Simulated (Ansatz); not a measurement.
Reaction (hydrogenolysis of a Ga–Cl bond): `[OH][Ga]([Cl])[O][SiH3]` + H₂ → `[OH][GaH][O][SiH3]` + HCl

Program: Ansatz. Geometries: PBE0-D4/def2-TZVP. ΔE: electronic, gas phase. CCSD(T)/CBS adds triple-zeta CCSD(T) − MP2 to the extrapolated MP2 energy (def2 sets, frozen cores). This one scheme is used for every species. Functionals use def2-TZVPP. For Ga outer-core shells are correlated without core-valence functions, which leaves a few kJ/mol of doubt a bond. Scalar relativity is left out up to krypton. One conformer a species, not always the lowest.

```tsv
level	ΔE (kJ/mol)	difference from CCSD(T)/CBS
r2SCAN-D4	89.0	3.3
PBE0-D4	84.0	-1.7
ωB97X-V	84.3	-1.4
ωB97M-V	83.0	-2.7
B2PLYP	84.7	-1.0
r2SCAN	87.9	2.2
PBE0	80.5	-5.2
HF/def2-TZVPP	87.1	1.4
MP2/def2-TZVPP	93.8	8.1
CCSD/def2-TZVPP	83.8	-1.9
HF/def2-QZVPP	86.0	0.3
MP2/def2-QZVPP	93.1	7.4
SCS-MP2/def2-QZVPP	89.5	3.8
HF/CBS(def2)	85.8	0.1
MP2/CBS(def2)	93.3	7.6
CCSD/CBS(def2)	83.3	-2.4
CCSD(T)/CBS	85.7	0
```

Largest T1 diagnostic among the species: 0.014.

The D4 term adds +6.2 kJ/mol with B3LYP and +3.5 kJ/mol with PBE0; it sums over pairs of atoms, weighted by their polarisabilities, and B3LYP, whose exchange is more repulsive, gets the larger term.

CCSD(T)/CBS has its own doubt, a few kJ/mol and more with outer-core shells, so smaller differences from it don't rank the levels.

B3LYP here is the variant with VWN-RPA as its local correlation; programs differ in this.
